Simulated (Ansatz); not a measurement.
`N[SiH2][GaH2]` + `[SH][GeH3]` → `N[SiH2][S][GeH3]` + `[GaH3]` at 298.15 K and 1 bar (cleavage of the Si–Ga bond).

Isolated molecules relaxed with PBE0-D4/def2-TZVP in Ansatz; ΔE leaves out vibrations. CBS: MP2 limit from def2 TZ/QZ plus the TZ coupled-cluster correction, frozen cores. For Ga, Ge outer-core shells are correlated without core-valence functions, which leaves a few kJ/mol of doubt a bond. Scalar relativity is left out up to krypton. One conformer a species, not always the lowest.

```
           species  CCSD(T)/CBS energy (Eh)  H − E (kJ/mol)  S (J/(mol·K))
   `N[SiH2][GaH2]`              -2271.33200           167.1          338.0
      `[SH][GeH3]`              -2476.30083            99.2          286.9
`N[SiH2][S][GeH3]`              -2821.95198           205.6          388.9
          `[GaH3]`              -1925.70545            59.6          218.4
```

H − E and S are ideal-gas, rigid-rotor, harmonic terms from PBE0-D4/def2-TZVP, for one conformer and one mirror image of each species. 1 Eh = 2625.50 kJ/mol, R = 8.31446 J/(mol·K).

Problem. By hand: ΔE, ΔH, ΔS and ΔG.

Solution. ΔE = (-2821.95198) + (-1925.70545) − (-2271.33200) − (-2476.30083) = -0.02460 Eh = -64.6 kJ/mol. Δ(H − E) = 205.6 + 59.6 − 167.1 − 99.2 = -1.1, so ΔH = -65.7 kJ/mol. ΔS = 388.9 + 218.4 − 338.0 − 286.9 = -17.6 J/(mol·K). ΔG = -65.7 − 298.15 × (-17.6)/1000 = -60.5 kJ/mol.

Problem. By hand: the equilibrium constant, and the temperature at which ΔG would vanish if ΔH and ΔS stayed fixed.

Solution. log₁₀ K = −ΔG/(RT ln 10) = 10.6. ΔG = 0 at ΔH/ΔS = 3733 K, far beyond where these terms or the molecules hold.

ΔH outweighs TΔS. A doubt of 5 kJ/mol in ΔE shifts log₁₀ K by 0.9 here. Other conformers and mirror images would add mixing entropy, several J/(mol·K) or more a flexible species. Modes under 60 cm⁻¹, often nearly free rotors, make the harmonic entropy too high. These are equilibria of isolated gas molecules and say nothing of rates. Largest T1 diagnostic: 0.013 (customary marks: 0.02 for closed shells, 0.045 for open ones).
